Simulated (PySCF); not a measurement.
Silicon: a sound run and one with changed settings

Sound run: Si(2+) [Ne] 3s2, Si(3+) [Ne] 3s1. All numbers are calculated (PySCF 2.14, no relativity, point nucleus, in pcseg-2). In the sound run the correlated levels freeze [Ne]. The sound run starts from symmetry-adapted Hartree-Fock orbitals and uses a fine grid where one is needed.

Changed run: scalar relativity by spin-free X2C-1e. This setting is unsound on purpose.

| species | method | sound run (hartree) | changed run (hartree) | converged |
| --- | --- | --- | --- | --- |
| Si(2+) | UHF | -287.98691 | -288.53733 | yes |
| Si(2+) | LDA | -287.31305 | -287.86468 | yes |
| Si(2+) | PBE0 | -288.34900 | -288.90021 | yes |
| Si(2+) | MP2 | -288.01819 | -288.56862 | yes |
| Si(2+) | CCSD(T) | -288.03115 | -288.58152 | yes |
| Si(3+) | UHF | -286.81326 | -287.36101 | yes |
| Si(3+) | LDA | -286.08068 | -286.62934 | yes |
| Si(3+) | PBE0 | -287.12701 | -287.67532 | yes |

Ionisation energy of Si(2+):

```tsv
method	sound run (eV)	changed run (eV)
UHF	31.936	32.009
LDA	33.535	33.615
PBE0	33.252	33.331
MP2	32.788	32.861
SCS-MP2	32.958	33.031
CCSD	33.140	33.212
CCSD(T)	33.140	33.212
CCSDT	33.140	33.212
FCI	33.140	33.212
```

Most of the change in total energy is the relativistic energy itself. On top of that the contraction fixes the core shape for the Hamiltonian it was made with, so the changed run is not a good calculation with the other Hamiltonian either.

For comparison, NIST gives 33.493 eV between the lowest levels.
